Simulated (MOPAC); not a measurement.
A run for MOPAC: PM7 on F2GeH3N (SMILES [NH2][GeH]([F])[F]), a point of a torsion scan.

```
PM7 1SCF PRECISE CHARGE=0 THREADS=1
F2GeH3N

N      1.13200268 1    -0.10100277 1    -0.19986543 1
Ge    -0.63793894 1     0.01216872 1    -0.01348401 1
F     -1.11722257 1     0.62591180 1     1.54591901 1
F     -1.18201877 1    -1.61542424 1     0.06325853 1
H      1.69126070 1     0.73417078 1    -0.11787475 1
H      1.58463346 1    -0.87091255 1     0.27478920 1
H     -1.43407011 1     0.74560275 1    -1.02455032 1
```

The log:

```
*******************************************************************************
 **                                                                           **
 **                              MOPAC v23.2.5                                **
 **                                                                           **
 *******************************************************************************
 ** MOPAC's Digital Object Identifier: https://doi.org/10.5281/zenodo.6511958 **
 **                                                                           **
 ** Please cite the open-source release paper for use of this MOPAC version:  **
 ** J. E. Moussa and J. J. P. Stewart (2026)                                  **
 ** MOPAC: An open-source semiempirical molecular orbital program             **
 ** J. Open Source Softw., 11(119), 8025, https://doi.org/10.21105/joss.08025 **
 *******************************************************************************

                              PM7 CALCULATION RESULTS

 *******************************************************************************
 *  PM7        - The PM7 Hamiltonian to be used
 *
 *
 *
 *                 CHARGE ON SYSTEM = 0
 *
 *
 *
 *  PRECISE    - TIGHTER CRITERIA TO BE USED
 *  1SCF       - DO 1 SCF AND THEN STOP
 *  THREADS=1  - MULTI-THREADING NOT USED
 *  T=         - A TIME OF 172800.0 SECONDS REQUESTED
 *  DUMP=N     - RESTART FILE WRITTEN EVERY 7200.0 SECONDS REQUESTED
 *******************************************************************************
PM7 1SCF PRECISE CHARGE=0 THREADS=1
 F2GeH3N

   ATOM   CHEMICAL          X               Y               Z
  NUMBER   SYMBOL      (ANGSTROMS)     (ANGSTROMS)     (ANGSTROMS)

     1       N          1.13200268  *  -0.10100277  *  -0.19986543  *
     2      Ge         -0.63793894  *   0.01216872  *  -0.01348401  *
     3       F         -1.11722257  *   0.62591180  *   1.54591901  *
     4       F         -1.18201877  *  -1.61542424  *   0.06325853  *
     5       H          1.69126070  *   0.73417078  *  -0.11787475  *
     6       H          1.58463346  *  -0.87091255  *   0.27478920  *
     7       H         -1.43407011  *   0.74560275  *  -1.02455032  *



          CARTESIAN COORDINATES

    NO.       ATOM           X           Y           Z

     1         N          1.1320     -0.1010     -0.1999
     2        Ge         -0.6379      0.0122     -0.0135
     3         F         -1.1172      0.6259      1.5459
     4         F         -1.1820     -1.6154      0.0633
     5         H          1.6913      0.7342     -0.1179
     6         H          1.5846     -0.8709      0.2748
     7         H         -1.4341      0.7456     -1.0246

 General Reference for PM7:
 "Optimization of Parameters for Semiempirical Methods VI: More Modifications to the
 NDDO Approximations and Re-optimization of Parameters", J. J. P. Stewart, J. Mol. Mod., 1:32, 19 (2013)
 https://link.springer.com/article/10.1007/s00894-012-1667-x

           Empirical Formula: H3 N Ge F2  =     7 atoms



      MOLECULAR POINT GROUP   :   C1


      RHF CALCULATION, NO. OF DOUBLY OCCUPIED LEVELS = 13


 -------------------------------------------------------------------------------
 PM7 1SCF PRECISE CHARGE=0 THREADS=1
 F2GeH3N



     1SCF WAS SPECIFIED, SO BFGS WAS NOT USED
     SCF FIELD WAS ACHIEVED


                              PM7 CALCULATION
                                                       MOPAC v23.2.5 Linux




          FINAL HEAT OF FORMATION =       -102.02735 KCAL/MOL =    -426.88245 KJ/MOL


          COSMO AREA              =        103.39 SQUARE ANGSTROMS
          COSMO VOLUME            =         89.63 CUBIC ANGSTROMS

          IONIZATION POTENTIAL    =         10.180040 EV
          HOMO LUMO ENERGIES (EV) =        -10.180 -0.851
          NO. OF FILLED LEVELS    =         13
          MOLECULAR WEIGHT        =        127.6172         POINT GROUP:  C1

          MOLECULAR DIMENSIONS (Angstroms)

            Atom       Atom       Distance
            H     5    F     4     3.71607
            H     6    H     7     3.44309
            F     3    N     1     2.32990


          SCF CALCULATIONS        =          1





   ATOM   CHEMICAL          X               Y               Z
  NUMBER   SYMBOL      (ANGSTROMS)     (ANGSTROMS)     (ANGSTROMS)

     1       N          1.13200268  *  -0.10100277  *  -0.19986543  *
     2      Ge         -0.63793894  *   0.01216872  *  -0.01348401  *
     3       F         -1.11722257  *   0.62591180  *   1.54591901  *
     4       F         -1.18201877  *  -1.61542424  *   0.06325853  *
     5       H          1.69126070  *   0.73417078  *  -0.11787475  *
     6       H          1.58463346  *  -0.87091255  *   0.27478920  *
     7       H         -1.43407011  *   0.74560275  *  -1.02455032  *

                             CARTESIAN COORDINATES

   1    N        1.132002680    -0.101002770    -0.199865430
   2   Ge       -0.637938940     0.012168720    -0.013484010
   3    F       -1.117222570     0.625911800     1.545919010
   4    F       -1.182018770    -1.615424240     0.063258530
   5    H        1.691260700     0.734170780    -0.117874750
   6    H        1.584633460    -0.870912550     0.274789200
   7    H       -1.434070110     0.745602750    -1.024550320


           Empirical Formula: H3 N Ge F2  =     7 atoms



      MOLECULAR POINT GROUP   :   C1


                  EIGENVALUES
 -38.01423 -37.27123 -34.91465 -19.28895 -16.93497 -15.03426 -14.65145 -14.02948
 -13.89577 -13.21761 -12.57473 -11.99459 -10.18004  -0.85083  -0.50939  -0.08274
   1.62601   5.36252   6.56283


              NET ATOMIC CHARGES AND DIPOLE CONTRIBUTIONS

  ATOM NO.   TYPE          CHARGE      No. of ELECS.   s-Pop       p-Pop
    1          N          -0.699633        5.6996     1.60122     4.09841
    2         Ge           0.823679        3.1763     1.17484     2.00148
    3          F          -0.478831        7.4788     1.95841     5.52042
    4          F          -0.413539        7.4135     1.95613     5.45741
    5          H           0.274938        0.7251     0.72506
    6          H           0.279420        0.7206     0.72058
    7          H           0.213967        0.7860     0.78603
 DIPOLE           X         Y         Z       TOTAL
 POINT-CHG.     1.476     2.724    -3.903     4.983
 HYBRID         0.559    -0.288     1.157     1.316
 SUM            2.034     2.436    -2.746     4.197


          ATOMIC ORBITAL ELECTRON POPULATIONS

     Atom    s        px        py        pz
    1  N   1.60122   1.18896   1.23227   1.67718
    2 Ge   1.17484   0.70176   0.59570   0.70402
    3  F   1.95841   1.93503   1.90390   1.68149
    4  F   1.95613   1.91995   1.56906   1.96839
    5  H   0.72506
    6  H   0.72058
    7  H   0.78603

 **********************
 *                    *
 * JOB ENDED NORMALLY *
 *                    *
 **********************




 == MOPAC DONE ==
```

The run finished.

Cost: roughly 0.020 core-seconds.
